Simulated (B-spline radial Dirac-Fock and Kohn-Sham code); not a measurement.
## V³⁺ 3d3/2: cross section and angular parameters

System: the V³⁺ ion in the configuration 1s2 2s2 2p6 3s2 3p6 3d2; threshold 43.78 eV (orbital energy of the model). Method: Dirac-Hartree-Slater photoionisation with a Latter tail; cross sections with all multipoles, angular parameters from the dipole term and its interference with E2. Computed with a B-spline atomic structure program.

For linearly polarised light dσ/dΩ = σ/(4π) [1 + β P₂(cos θ) + (δ + γ cos²θ) sin θ cos φ], with θ from the polarisation vector and φ the angle between the beam and the projection of the electron momentum on the plane normal to the polarisation.

```tsv
hν (eV)	σ (kb)	β	γ	δ
59.5	1280	0.547	-0.001	0.010
80	838	0.805	0.009	0.013
80.8	824	0.813	0.009	0.013
89.2	690	0.887	0.014	0.014
142	243	1.151	0.050	0.020
150	212	1.174	0.057	0.021
158	186	1.192	0.064	0.022
191	112	1.242	0.094	0.025
272	41.1	1.271	0.159	0.031
319	25.6	1.263	0.192	0.034
380	14.9	1.240	0.231	0.039
600	3.43	1.119	0.341	0.055
615	3.16	1.110	0.347	0.056
756	1.57	1.037	0.400	0.067
1250	?	?	?	?
1486.9	0.136	0.772	0.571	0.123
2000	0.0434	0.665	0.640	0.160
2050	0.0394	0.656	0.645	0.164
2200	0.0299	0.632	0.661	0.174
2540	0.0169	0.584	0.693	0.197
2984.4	0.00876	0.531	0.730	0.226
3760	0.00336	0.457	0.774	0.274
4640	0.00137	0.393	0.801	0.325
6080	0.000425	0.330	0.809	0.399
8230	0.000114	0.292	0.825	0.491
9970	4.91e-05	0.273	0.859	0.557
10300	4.25e-05	0.269	0.866	0.570
12000	2.15e-05	0.242	0.897	0.634
15000	7.78e-06	0.178	0.894	0.749
```

Question: Give the values at 1250 eV.

Answer: σ = 0.261 kb, β = 0.839, γ = 0.528, δ = 0.104.
